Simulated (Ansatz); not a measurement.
Species: Si2NH6, charge 0, doublet. Si2NH6 (SMILES [SiH2]N[SiH3], doublet).
B3LYP-D3(BJ)/def2-TZVP minimum from Ansatz (a first-principles code):
```xyz
9

Si     1.5927    -0.1159     0.2865
N      0.0209    -0.5075    -0.3365
Si    -1.4636     0.3771    -0.1741
H      1.3956     0.6539     1.5450
H      2.3226    -1.3878     0.5616
H     -0.0013    -1.2960    -0.9706
H     -2.5180    -0.4535     0.4568
H     -1.9760     0.8295    -1.4904
H     -1.1778     1.5500     0.6790
```
Charge 0, spin multiplicity 2.

Total energies in cc-pV(D+d)Z, 19 correlated electrons, 11 frozen orbitals. Open shells are spin-unrestricted; no spin-orbit coupling. Cores are frozen in correlated methods. No relativity.

```csv
method,program,energy (Eh),minus CCSDT(Q) (mEh)
HF,Ansatz,-635.81878,420.72
MP2,Ansatz,-636.17754,61.96
CCSD,Ansatz,-636.22718,12.32
CCSD(T),Ansatz,-636.23759,1.92
CCSDT(Q),Ansatz,-636.23950,0.00
```

Rough core times of Ansatz's runs on a shared machine: CCSD(T) under 20 s, CCSDT(Q) 90 min.
